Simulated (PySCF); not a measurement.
# Nb²⁺ (niobium, charge +2): UHF calculation

Configuration: [Kr] 4d2 5s1, high-spin 4F determinant (an excited configuration). Computed with PySCF 2.14 in aug-cc-pwCVDZ-PP with ECP28MDF, with a scalar-relativistic core potential.

```json
{"Total energy": "-55.334582 hartree", "One-electron energy": "-86.6650 hartree", "Hartree (Coulomb) energy": "37.0701 hartree", "Exchange energy": "-5.7396 hartree", "⟨S²⟩": "3.7551", "⟨L²⟩": "12.062", "Sum of ⟨r⟩": "16.79 bohr", "Sum of ⟨r²⟩": "32.23 bohr²"}
```

| shell | electrons | mean orbital energy (hartree) | rms radius, mean of both spins (bohr) |
| --- | --- | --- | --- |
| 4s α | 1 | -3.52141 | 1.24 |
| 4s β | 1 | -3.40289 | 1.24 |
| 4p α | 3 | -2.43821 | 1.38 |
| 4p β | 3 | -2.29173 | 1.38 |
| 4d α | 2 | -1.05473 | 1.90 |
| 5s α | 1 | -0.78055 | 3.25 |

Energies and moments cover only the electrons outside the core potential.
